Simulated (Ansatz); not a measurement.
Reaction: BSiH4F (SMILES FB[SiH3]) → BSiH4 (SMILES [BH][SiH3], doublet) + F (doublet) (the B-F bond breaks)
Each species at its own B3LYP-D3(BJ)/def2-TZVP minimum (Ansatz, an electronic-structure program).

Quantity: bond dissociation energy (electronic), in kcal/mol. UHF or UKS for unpaired electrons; spin-orbit terms are left out. CBS(X,Y): correlation extrapolated as X^-3, Hartree-Fock from the larger set. A bracket is a step between two methods taken in the basis named. The functionals are non-relativistic, so their misses hold any scalar relativity. Double hybrids freeze cores in their MP2 part. '+ core + X2C': CCSD(T) terms for core correlation (cc-pwCVTZ, 1s frozen past Ne) and scalar relativity (cc-pVTZ-DK).

CCSD(T)/CBS(cc-pV(T+d)Z,cc-pV(Q+d)Z) + [CCSDT(Q) - CCSD(T)]/cc-pV(D+d)Z + core + X2C (Ansatz) gives 167.0 kcal/mol.

### Question
How far off this value is PBE/def2-TZVPD (Ansatz), in which direction, and which of these levels come nearer: r2SCAN/def2-TZVPD, wB97M-V/def2-TZVPD, B2PLYP/def2-TZVPD, CCSD(T)/CBS(cc-pV(T+d)Z,cc-pV(Q+d)Z) + core + X2C?

### Answer
PBE gives 167.5 kcal/mol, 0.5 kcal/mol above it. Differences of the others: r2SCAN/def2-TZVPD (Ansatz) -5.0; wB97M-V/def2-TZVPD (Ansatz) -0.5; B2PLYP/def2-TZVPD (Ansatz) -2.6; CCSD(T)/CBS(cc-pV(T+d)Z,cc-pV(Q+d)Z) + core + X2C (Ansatz) -0.2 kcal/mol. Nearer than PBE: CCSD(T)/CBS(cc-pV(T+d)Z,cc-pV(Q+d)Z) + core + X2C.
